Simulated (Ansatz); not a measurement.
# A rate constant, worked out

An elementary step of Si2H5ClO, closed shell (Si₂H₅ClO ([OH][SiH]([SiH3])[Cl]) → Si₂H₄O ([O][SiH][SiH3]) + HCl; Si–Cl, O–H broken or loosened, Cl–H formed or tightened). The start structure is the reactant molecule, and the electronic barrier above it is 2.669 eV by CCSD(T) at an estimated basis limit (MP2 extrapolated from triple and quadruple zeta, plus CCSD(T) − MP2 in triple zeta). Computed with Ansatz 0.2.0 (basis: def2-TZVPP and def2-QZVPP); correlated methods freeze the cores. Extrapolation: Hartree–Fock as exp(−7.88 √X), correlation as X^−2.97. Harmonic wavenumbers at PBE0-D4/def2-TZVP (Ansatz 0.2.0), in cm⁻¹:

Start: 94, 118, 173, 223, 292, 407, 497, 514, 547, 770, 781, 846, 894, 920, 933, 940, 2214, 2225, 2235, 2257, 3916.

Saddle: 284i, 83, 160, 217, 268, 399, 404, 516, 568, 574, 854, 880, 897, 948, 998, 1168, 1237, 2190, 2223, 2270, 2293.

Q: Work out the transition-state-theory rate constant at 700 K from these numbers alone (harmonic vibrations; rotation, path degeneracy and anharmonicity left out), and the Wigner tunnelling factor. Use 1 cm⁻¹ = 1.2398 × 10⁻⁴ eV and k_B = 8.617 × 10⁻⁵ eV/K.

A: Zero-point energies, half the sums: start 21796/2 cm⁻¹ = 1.3512 eV; saddle, real modes only, 19147/2 cm⁻¹ = 1.1870 eV.
Barrier with zero-point energy: 2.669 + 1.1870 − 1.3512 = 2.5048 eV.
k_BT = 0.06032 eV, so the barrier is 41.52 k_BT.
Vibrational partition functions from the zero-point level, ln q = −Σ ln(1 − exp(−hν/k_BT)): start 9.452, saddle 8.373.
k = (k_BT/h) exp(ln q‡ − ln q) exp(−E0/k_BT), with log₁₀(k_BT/h in s⁻¹) = 13.16: log₁₀ k = 13.16 + (-1.079 − 41.52)/2.3026 = -5.34, so k ≈ 5 × 10^(-6) s⁻¹.
Wigner factor: 1 + (hν‡/k_BT)²/24 = 1 + (0.58)²/24 = 1.01. A change of 1 kcal/mol (0.043 eV) in the barrier would change k by a factor of 2.1 at this temperature.

T1 diagnostic: at most 0.020.

Labels in which every atom is bracketed show which atoms are joined, not bond orders.

For scale, one of the runs: CCSD(T)/def2-TZVPP, 227 basis functions, launched by `ansatz run in.yaml --threads 4 --pin off --events-out ev --progress --plain --max-ram 9574MiB`. Hardware: 4 CPU threads of an Intel Xeon, shared host. Wall time 96 s; peak host memory 3.4 GiB.
